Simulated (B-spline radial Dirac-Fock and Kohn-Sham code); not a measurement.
I²⁹⁺: eigenvalues, ΔSCF and the reference

System: iodine as I²⁹⁺ in the configuration [Ar] 3d6.

The density-functional columns are spherical, spin-unpolarised Dirac-Kohn-Sham results without Breit or QED terms: −ε is minus the orbital energy of the initial state and ΔSCF the difference of two total energies. The reference in the last column comes from Dirac-Fock ΔSCF + Breit + QED. All numbers are from a radial B-spline solver, in eV; a selection of levels is shown. For the 1s level of heavy atoms much of the gap between ΔSCF and the reference is the Breit and QED part, -116.7 eV here; for other levels the error of the functional can be larger.

```
level   LDA −ε  LDA ΔSCF  Dirac-Fock
    K  34142.6   34530.4     34423.4
   L1   6279.3    6367.3      6413.7
   L2   5976.1    6081.2      6080.3
   L3   5675.3    5774.7      5782.5
   M1   2083.3    2121.0      2146.4
   M2   1962.5    2001.6      2009.7
   M3   1898.5    1936.5      1945.8
 M4,5   1688.0    1730.3      1728.7
```

Values without a named source are computed, but for edge energies of neutral atoms, which are taken from tables.
